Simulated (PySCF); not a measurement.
SnHCl, SMILES [Cl][SnH] (connectivity only; charge and spin as stated), neutral, multiplicity 1.

Geometry optimised at r2SCAN-D4/def2-TZVP. The def2 effective core potentials stand for the cores of Sn; spin–orbit coupling is left out.

Computed with PySCF with B3LYP/def2-TZVPD.

Symmetry labels are those of the subgroup Cs that the program uses (full group Cs).

Computed valence orbital energies around the gap with their symmetry:
| orbital | symmetry | energy (eV) |
|---|---|---|
| HOMO−7 | A' | -28.34 |
| HOMO−6 | A' | -28.23 |
| HOMO−5 | A' | -21.53 |
| HOMO−4 | A' | -13.23 |
| HOMO−3 | A' | -9.35 |
| HOMO−2 | A" | -8.75 |
| HOMO−1 | A' | -8.66 |
| HOMO | A' | -6.90 |
| LUMO | A" | -3.35 |
| LUMO+1 | A' | -1.13 |
| LUMO+2 | A' | -0.17 |
| LUMO+3 | A' | 0.55 |
